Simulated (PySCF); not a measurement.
Species: C5H8OSi.
Bonds: C1–O2, O2–C3, C3–C4 (double), C4–Si5, Si5–C6, C6–C7 (double), C3–C7. Hydrogens: H8, H9, H10 on C1; H11 on C4; H12, H13 on Si5; H14 on C6; H15 on C7.

Method: TDDFT PBE0/def2-SVPD, vertical, gas phase, core orbitals frozen in the response (PySCF 2.14.0, density-fitted response routines). Isolated species at its PBE0-D3(BJ)/def2-SVP geometry (one conformer only). Torsions of this conformer, `[CH3:1][O:2][C:3]1=[CH:4][SiH2:5][CH:6]=[CH:7]1`: C1–O2–C3–C4 0°.

Computed states:

```
state  E (eV)       f
   S1    4.34   0.031
   S2    5.97   0.011
   S3    6.02  0.0009
   S4    6.07   0.146
   S5    6.17  0.0029
   S6    6.53  0.0047
   S7    6.67  0.0075
   S8    6.78  0.0025
   S9    7.12   0.016
  S10    7.17  0.0001
```

Broadening: Gaussians 0.5 eV wide at half height, area fixed by f = 4.319×10⁻⁹ ∫ε dν̃. The width is an assumption, not a result. The curve ends short of the highest state used, and states not computed would add to its high-energy end.

Problem. Give the broadened spectrum and its maxima.

Solution. 
```csv
λ (nm),ε (L mol⁻¹ cm⁻¹)
188.6,1213
194.0,3034
199.4,6731
204.9,8630
210.3,6382
215.7,2951
221.1,914
226.5,202
231.9,33
237.3,5
242.7,3
248.2,14
253.6,57
259.0,177
264.4,423
269.8,797
275.2,1220
280.6,1549
286.0,1666
291.5,1540
296.9,1247
302.3,897
307.7,581
313.1,342
318.5,186
323.9,93
329.4,43
334.8,19
340.2,8
345.6,3
```

Maxima: 286 nm (4.34 eV), ε about 1700, made up of S1 (100%); 204 nm (6.06 eV), ε about 8600, made up of S4 (91%) (ε in L mol⁻¹ cm⁻¹; maxima over ε = 5, shares over 10%).

Problem. Does any computed singlet lie in the visible range?

Solution. No computed singlet lies in the visible range (380 to 750 nm); the lowest, at 286 nm, stands 1.07 eV above its violet end (3.26 eV); a Tamm–Dancoff triplet lies at 439 nm, without intensity as long as spin–orbit coupling is left out.

Problem. Coming from long wavelengths, where does ε first pass 100 L mol⁻¹ cm⁻¹?

Solution. At about 323 nm (3.83 eV), 0.50 eV below S1.

Problem. What would ε be at 6.06 eV, the highest of these maxima, with half the width (0.25 eV)?

Solution. About 16900 L mol⁻¹ cm⁻¹ against 8640, a factor of about 1.95; a lone state at its own centre would give exactly 2.

The vertical ionisation energy (ΔSCF) is 8.27 eV, 1.10 eV above S10.

Time: 67 s of wall time; peak memory 0.97 GiB. Hardware: one thread, Arm Neoverse V2 (aarch64) (shared host).
